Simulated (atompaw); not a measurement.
Cutoff test, zirconium (Zr), PAW (atompaw)

atompaw 4.2.0.5 input, output lines left out:

```
Zr 40
GGA-PBE scalarrelativistic loggrid 1500 logderivrange -4 5 226
5 5 4 0 0 0
5 1 0
4 2 2
0 0 0
c
c
c
c
v
c
c
v
v
c
v
2
3.00 2.70 2.90 2.50
y
3.95
n
n
y
0.7
n
custom polynom2 7 10 vanderbiltortho sinc
3 1 troulliermartins
3.00
3.00
2.30
3.00
3.00
3.00
```

The pseudo-atom Hamiltonian at the reference potential is diagonalised in spherical Bessel functions j_l(qr) that vanish at 20 bohr, with q² up to the cutoff. All-electron valence levels (Ry): 5s -0.3263, 4p -2.3859, 5p -0.1080, 4d -0.2645.

Task: How do the lowest levels (Ry) of each channel move with the cutoff, and are there ghosts?

Result:

```csv
cutoff (Ry),s #1,s #2,p #1,p #2,p #3,d #1,f #1,f #2,Σ f·Δε (mRy)
8,-0.3262,0.0008,-2.3542,-0.1076,0.0442,-0.2481,0.1010,0.2136,223.0
10,-0.3262,0.0008,-2.3798,-0.1079,0.0442,-0.2574,0.1010,0.2135,50.8
12,-0.3262,0.0008,-2.3811,-0.1079,0.0442,-0.2617,0.1010,0.2135,34.8
15,-0.3263,0.0008,-2.3826,-0.1079,0.0442,-0.2623,0.1010,0.2135,24.5
18,-0.3263,0.0008,-2.3843,-0.1080,0.0442,-0.2629,0.1010,0.2135,12.7
21,-0.3263,0.0008,-2.3854,-0.1080,0.0442,-0.2637,0.1010,0.2135,4.5
25,-0.3263,0.0008,-2.3858,-0.1080,0.0442,-0.2640,0.1010,0.2135,1.7
30,-0.3263,0.0008,-2.3858,-0.1080,0.0442,-0.2641,0.1010,0.2135,1.5
35,-0.3263,0.0008,-2.3858,-0.1080,0.0442,-0.2643,0.1010,0.2135,0.7
40,-0.3263,0.0008,-2.3859,-0.1080,0.0442,-0.2644,0.1010,0.2135,0.5
45,-0.3263,0.0008,-2.3859,-0.1080,0.0442,-0.2644,0.1010,0.2135,0.4
400,-0.3263,0.0008,-2.3859,-0.1080,0.0442,-0.2645,0.1010,0.2135,0.0
```

Result: no extra level below or beside the all-electron valence levels (s, p, d, f tested); 10 mRy is reached at 21 Ry and 1 mRy at 35 Ry.
